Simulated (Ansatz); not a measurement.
The first iterations of a band of Cl3HOTi + H2 (8 atoms, charge 0, multiplicity 1).

These are results of RKS PBE0-D4/def2-SVP in Ansatz, not measurements.

```yaml
movable_images: 5
climbing_image: yes
spring: 5.0 eV/Å²
optimiser: quadratic models (default)
start_path: through a guess of the saddle point
force_threshold: 0.05 eV/Å
iteration_limit: 60
end_points: relaxed
```

Image 0:

```xyz
8
Properties=species:S:1:pos:R:3
Ti -0.223 0.276 -0.041
Cl -0.280 0.408 2.131
Cl 1.825 0.368 -0.770
O -1.127 1.593 -0.702
H -1.985 1.828 -1.071
Cl -1.181 -1.566 -0.677
H 1.747 -2.593 1.196
H 1.499 -2.263 1.836
```

Image 6:

```xyz
8
Properties=species:S:1:pos:R:3
Ti 0.063 -0.613 -0.808
Cl 0.254 0.751 2.812
Cl 2.008 0.229 -1.272
O -1.033 0.493 -0.060
H -0.985 1.076 0.716
Cl -0.858 -1.979 -2.232
H 0.416 -1.529 0.554
H 0.410 -0.377 2.191
```

| iteration | highest image above the first end (eV) | largest band force component (eV/Å) |
| --- | --- | --- |
| 1 | 10.634 | 61.693 |
| 2 | 2.675 | 10.098 |
| 3 | 2.122 | 5.848 |
| 4 | 1.903 | 2.555 |
| 5 | 1.702 | 1.133 |
| 6 | 1.929 | 2.835 |
| 7 | 1.687 | 0.641 |
| 8 | 2.103 | 1.438 |
| 9 | 1.758 | 0.752 |

Problem. Does the band converge within its limit, and where does its top end?

Solution. The forces met the threshold. It ended after 28 iterations with the highest image 1.606 eV above the first end. A vibrational analysis at the climbing image gives one clearly imaginary mode, 107i cm⁻¹: a first-order saddle point. The orbitals stay closed-shell, which can raise the energy where a bond breaks towards radicals; this wasn't checked here.

Time of the run: 6 min on 4 threads of Arm Neoverse V1, with other jobs on the host, peak memory 0.32 GiB.
